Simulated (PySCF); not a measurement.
A structure optimised at PBE-D3(BJ)/def2-SVP, used in a PySCF frequency run:

```
C
F 1 1.3260
F 1 1.3260 2 110.07
C 1 1.3361 2 124.96 3 180.00
H 4 1.0960 1 119.66 2 180.00
H 4 1.0960 5 120.68 1 180.00
```

Q: Write its SMILES, formula and point group.

A: C=C(F)F, C2H2F2, C2v

Q: What are its rotational constants (standard atomic weights)?

A: 10.822, 10.268, 5.2687 GHz
